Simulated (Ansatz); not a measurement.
PSbSbSb tetrahedron (Sb₃P). Charge 0, multiplicity 1. Geometry r2SCAN-D4/def2-SVP; atoms count from 1.

```xyz
4

P    -0.0766   -1.4056   -0.4893
Sb    1.2351    0.0517    1.1713
Sb   -1.5213    0.3780    0.6655
Sb    0.3629    0.9760   -1.3476
```

In the def2 sets Sb takes a core potential; there is no spin–orbit coupling.

(1) Estimate the Mulliken populations from the PBE0/def2-TZVP orbitals of Ansatz.

(2) And the Mayer bond orders between heavy atoms (over 0.3)?

Results:

(1) 
```json
{"atom": "P1", "charge (e)": "-0.25"}
{"atom": "Sb2", "charge (e)": "0.08"}
{"atom": "Sb3", "charge (e)": "0.08"}
{"atom": "Sb4", "charge (e)": "0.08"}
```
Mulliken values depend strongly on the basis.

(2) P1–Sb2 1.02 (2.57 Å); P1–Sb3 1.02 (2.57 Å); P1–Sb4 1.02 (2.57 Å); Sb2–Sb3 1.02 (2.82 Å); Sb2–Sb4 1.02 (2.82 Å); Sb3–Sb4 1.02 (2.82 Å).
